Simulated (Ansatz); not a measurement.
A structure relaxed at PBE0-D4/def2-TZVP, charge 0, multiplicity 1:

```xyz
14

Si    0.300    1.284    2.127
Sn    0.009   -0.382    0.195
Si   -2.299   -0.323   -0.929
Si    1.989   -0.488   -1.438
Cl    0.055   -2.493    1.267
H    -0.817    1.125    3.093
H     0.289    2.669    1.586
H     1.596    1.034    2.809
H    -2.409   -1.441   -1.900
H    -3.359   -0.445    0.104
H    -2.460    0.970   -1.648
H     2.064    0.788   -2.199
H     1.791   -1.615   -2.385
H     3.251   -0.683   -0.680
```

Question: Give its formula and SMILES.

Answer: ClH9Si3Sn, `[SiH3][Sn]([SiH3])([SiH3])[Cl]`.

Question: Point group (tolerance 0.08 Å, 0.16 Å for H)?

Answer: C3v.

Question: Summarise the bond lengths by kind.

Answer: 3 × Si–Sn 2.568 Å; 9 × H–Si 1.485 to 1.488 Å; 1 × Cl–Sn 2.368 Å.

All numbers were calculated with Ansatz.
